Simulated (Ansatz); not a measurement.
C2H2S, SMILES `C#CS` (charge 0, multiplicity 1).

Cartesian coordinates (Å):
```xyz
5

C      1.2407     0.1044    -0.1834
C      0.0833    -0.1928    -0.3270
S     -1.4889    -0.7399    -0.5486
H      2.2605     0.3798    -0.0544
H     -2.0956     0.4486    -0.3741
```
Charge 0, multiplicity 1.

Frozen-core energies in 6-31g from Ansatz (an electronic-structure program) at a geometry from PBE0-D3(BJ)/def2-TZVP; the HF reference has <S^2> = 0.00 and the T1 diagnostic is 0.012.

```tsv
level	energy (Ha)
HF	-474.25488
MP2	-474.48806
CCSD	-474.50932
```

Question: Estimate the energies of CCSD(T), CCSDT, CCSDT(Q) and CCSDTQ, and give each level's difference from CCSDTQ.

Answer: 
```
level     energy (Ha)  difference from CCSDTQ (mHa)
--------  -----------  ----------------------------
MP2        -474.48806                         30.43
CCSD       -474.50932                          9.17
CCSD(T)    -474.51721                          1.28
CCSDT      -474.51747                          1.02
CCSDT(Q)   -474.51858                         -0.09
CCSDTQ     -474.51849                          0.00
```
